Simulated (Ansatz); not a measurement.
Compare A (`B[SiH2]/C=C/O`) with its isomer B (`COB1C[SiH2]1`).

Computed with Ansatz on PBE0-D4/def2-TZVP structures; ΔE is electronic, products minus reactants. CBS: MP2 limit from def2 TZ/QZ plus the TZ coupled-cluster correction, frozen cores. DFT in def2-TZVPP. B3LYP here is the variant with VWN-RPA as its local correlation; programs differ in this. Each species was taken in one conformer, which may not be the lowest.

Question: Which is lower in electronic energy at CCSD(T)/CBS, and by how much? (An estimate is asked.)

Answer: The calculation gave: B, by 26.7 kcal/mol.

Question: Give E(B) − E(A) in kcal/mol with PBE-D4, B3LYP-D4, CCSD/def2-TZVPP, B3LYP, ωB97M-V, PBE0-D4, HF/def2-TZVPP. (Estimate.)

Answer: The calculation gave: PBE-D4 -23.0, B3LYP-D4 -27.7, CCSD/def2-TZVPP -28.7, B3LYP -28.9, ωB97M-V -26.5, PBE0-D4 -24.9, HF/def2-TZVPP -35.5. None reverses the order clearly.

Largest T1 diagnostic: 0.014.

The D4 term adds +1.2 kcal/mol with B3LYP and +0.6 kcal/mol with PBE0; it sums over pairs of atoms, weighted by their polarisabilities, and B3LYP, whose exchange is more repulsive, gets the larger term. From PBE to PBE0 (25 % exact exchange), in def2-TZVPP and without D4, E(B) − E(A) moves by −1.7 kcal/mol.
